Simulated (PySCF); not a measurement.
**TlAs: frontier orbitals**

UHF at R = 2.833 Å; basis Tl def2-SVP with ECP60, As def2-SVP; scalar-relativistic core potentials; PySCF 2.14. State: ³Σ⁻ (triplet), unpaired electrons π ↑↑. Only the outer orbitals are listed, counted within each symmetry, core potentials removing the inner ones.

```csv
spin,orbital,occ.,ε (eV),on Tl (%),main shells (%)
α,10σ,1,-20.38,9,90 As s
α,11σ,1,-12.75,82,"82 Tl s, 13 As p"
α,6π,1,-8.90,4,96 As p
α,6π,1,-8.90,4,96 As p
α,12σ,1,-7.31,34,"65 As p, 22 Tl p, 12 Tl s"
α,7π,0,0.67,97,97 Tl p
α,7π,0,0.67,97,97 Tl p
α,13σ,0,2.56,96,"97 Tl p, 13 As p"
β,10σ,1,-16.14,22,"77 As s, 17 Tl s"
β,11σ,1,-12.33,75,"74 Tl s, 16 As s, 9 As p"
β,12σ,1,-6.47,43,"56 As p, 36 Tl p"
β,6π,0,0.19,86,"86 Tl p, 14 As p"
β,6π,0,0.19,86,"86 Tl p, 14 As p"
β,7π,0,2.61,16,"84 As p, 15 Tl p"
```

Problem. Which are the highest filled and the lowest empty level, where do they sit, and how wide is the gap?

Solution. Highest filled β 12σ at -6.47 eV (in %: 56 As p, 36 Tl p); lowest empty β 6π at 0.19 eV (in %: 86 Tl p, 14 As p); the gap at UHF is 6.66 eV. An empty level above zero is unbound, and its energy depends on the basis.

The bond order (Mayer) is 0.93. The ⟨S²⟩ is 2.030. The charge on Tl (Mulliken, basis-dependent) is 0.34 and the charge on Tl (Löwdin, basis-dependent) is 0.17. The dipole moment (positive dipole means Tl(−)As(+)) is -2.98 D. The polarisability along the bond is 124.3 bohr³. The polarisability across the bond is 49.9 bohr³.

Spin–orbit coupling is left out, which matters for elements this heavy, above all for dissociation energies. The state was picked by a PBE0 search and need not be the measured ground state.
